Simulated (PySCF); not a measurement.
Compound: CH4FNSi2.
Geometry (PBE0-D3(BJ)/def2-SVP, Å), atoms numbered from 1 in this order:
```
atom  x, y, z in Å
N1     2.751   -1.275   -0.522
C2     1.966   -0.469   -0.237
Si3    0.643    0.763    0.197
Si4   -1.383   -0.395   -0.050
F5    -2.591    0.656    0.251
H6     0.770    1.905   -0.751
H7     0.889    1.213    1.596
H8    -1.522   -0.900   -1.445
H9    -1.465   -1.516    0.927
```

Level of theory: PBE0-D3(BJ)/def2-SVP geometry optimisation, gas phase (PySCF 2.14.0).

Take the most abundant isotopes and a rigid rotor. The values belong to one conformer with, in the numbering `[N:1]#[C:2][SiH2:3][SiH2:4][F:5]`, C2–Si3–Si4–F5 -177°.

Problem. What are A, B and C (MHz)?

Solution. Ia = 61.19, Ib = 370.44, Ic = 419.44 u·Å²; 505379 MHz·u·Å²/I gives A = 8259, B = 1364, C = 1205 MHz.

Problem. What kind of rotor is it?

Solution. A near-prolate asymmetric top: κ = (2 × 1364 − 8259 − 1205)/(8259 − 1205) = -0.95.

Problem. What does the inertial defect say?

Solution. Not planar: Δ = Ic − Ia − Ib = -12.19 u·Å². For a rigid frame Δ = −2 Σ m c², so Σ m c² = 6.10 u·Å² lies off the ab plane: 6.05 from hydrogen and 0.04 from heavier atoms. The atom farthest from that plane is 1.27 Å away.

Problem. Give the other two planar moments, Paa and Pbb, and the rms extents of the mass along the axes.

Solution. Paa = Σ m a² = (Ib + Ic − Ia)/2 = 364.35 and Pbb = Σ m b² = (Ia + Ic − Ib)/2 = 55.09 u·Å². With the mass M = 104.99 u, the rms extents √(P/M) along a, b and c are 1.86, 0.72, 0.24 Å.

Problem. Which types of transition are allowed, and where do some lines up to J = 5 fall?

Solution. The dipole components are |μa| = 1.85 D, |μb| = 0.95 D, |μc| = 0.09 D. Intensities carry the squares of the components, which stand as 1.00 : 0.27 : 0.00 (a : b : c). Some of the stronger lines:

```tsv
type	branch	J(Ka,Kc)	MHz	lower level (cm⁻¹)
b	Q	1(1,0) ← 1(0,1)	7055	0.086
a	R	3(2,2) ← 2(2,1)	7707	1.188
a	R	3(2,1) ← 2(2,0)	7718	1.188
b	Q	4(1,3) ← 4(0,4)	7805	0.856
a	R	3(1,2) ← 2(1,1)	7945	0.498
a	R	4(0,4) ← 3(0,3)	10249	0.514
b	R	2(1,2) ← 1(0,1)	11874	0.086
b	R	4(1,4) ← 3(0,3)	16461	0.514
b	Q	4(2,3) ← 4(1,4)	21726	1.063
b	Q	5(2,4) ← 5(1,5)	22130	1.478
b	R	3(2,1) ← 2(1,2)	28885	0.482
b	R	5(2,3) ← 4(1,4)	34661	1.063
b	Q	5(3,2) ← 5(2,3)	34804	2.219
b	R	5(3,2) ← 4(2,3)	47739	1.788
```

No PBE0-D3(BJ)/def2-SVP frequencies stand behind this structure, so it isn't proved a minimum. No vibrational averaging or centrifugal distortion is included, and the geometry carries the error of its method. Quadrupole hyperfine structure (14N) is left out.
